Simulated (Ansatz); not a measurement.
Relaxation of CH3B2Cl2N (9 atoms, charge 0, multiplicity 1), to a largest force component of 0.02 eV/Å in at most 50 steps.

All numbers below come from RKS PBE0-D4/def2-SVP in Ansatz.

```xyz
9
Properties=species:S:1:pos:R:3
Cl 1.377 -2.511 -1.204
B 1.317 -1.162 0.082
Cl 2.681 -1.041 1.270
B 0.139 -0.075 0.165
C -1.282 0.512 -0.335
N -0.666 1.170 0.797
H -2.155 -0.067 -0.032
H -1.190 1.118 -1.270
H -0.132 2.010 0.510
```

Where does it end, and by what steps?

The forces met the threshold. After 12 steps the energy has fallen by 1.733 eV; Cl3 moved furthest, 1.25 Å.

```
step  energy less start (eV)  largest force component (eV/Å)  accepted
   0                  0.0000                           5.394       yes
   1                 -0.9258                           2.452       yes
   2                 -1.2394                           2.173       yes
   3                 -1.4609                           0.757       yes
   4                 -1.5143                           1.565       yes
   5                 -1.6132                           0.518       yes
   6                 -1.6793                           0.356       yes
   7                 -1.7158                           0.398       yes
   8                 -1.7246                           0.372       yes
   9                 -1.7313                           0.108       yes
  10                 -1.7324                           0.046       yes
  11                 -1.7289                           0.218        no
  12                 -1.7326                           0.017       yes
```

```xyz
9
Properties=species:S:1:pos:R:3
Cl 2.228 -1.652 -1.359
B 1.392 -1.144 0.095
Cl 1.833 -1.896 1.616
B 0.170 -0.010 0.024
C -1.348 0.405 -0.159
N -0.224 1.280 0.082
H -2.071 0.268 0.659
H -1.807 0.429 -1.159
H -0.084 2.275 0.184
```

Time of the run: 15 s on 2 threads of AMD EPYC 9R45 (Zen 5), on a shared host, peak memory 0.27 GiB.
